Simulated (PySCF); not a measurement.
Radial density of As (arsenic, neutral)

TPSS, [Ar] 3d10 4s2 4p3, high-spin 4S determinant. Computed with PySCF 2.14 in cc-pVTZ-DK, with scalar relativity by spin-free X2C-1e.

| r (bohr) | 4πr²ρ (e/bohr) | 4πr²(ρα − ρβ) |
| --- | --- | --- |
| 0.000740 | 0.2943 | 0.0000 |
| 0.00124 | 0.7265 | 0.0000 |
| 0.00209 | 1.757 | -0.0001 |
| 0.00352 | 4.108 | -0.0002 |
| 0.00592 | 9.101 | -0.0004 |
| 0.00996 | 18.32 | -0.0005 |
| 0.0168 | 31.23 | 0.0003 |
| 0.0282 | 40.45 | 0.0059 |
| 0.0474 | 36.50 | 0.0274 |
| 0.0798 | 34.31 | 0.0691 |
| 0.134 | 47.39 | 0.0596 |
| 0.226 | 32.84 | -0.0215 |
| 0.380 | 26.85 | 0.1360 |
| 0.638 | 25.95 | 0.0422 |
| 1.07 | 6.937 | 0.3203 |
| 1.81 | 2.961 | 1.3968 |
| 3.04 | 1.087 | 0.7965 |
| 5.11 | 0.09000 | 0.0804 |
| 8.60 | 0.0002372 | 0.0002 |

Densities and radii are taken from the X2C orbitals without a picture-change correction, which distorts them close to the nucleus.

Q: Where is the radial spin density 4πr²(ρα − ρβ) most negative, and why is it negative at all?

A: Around r = 0.226 bohr, down to -0.0215 e/bohr: exchange with the open shell polarises the paired shells in an unrestricted calculation.
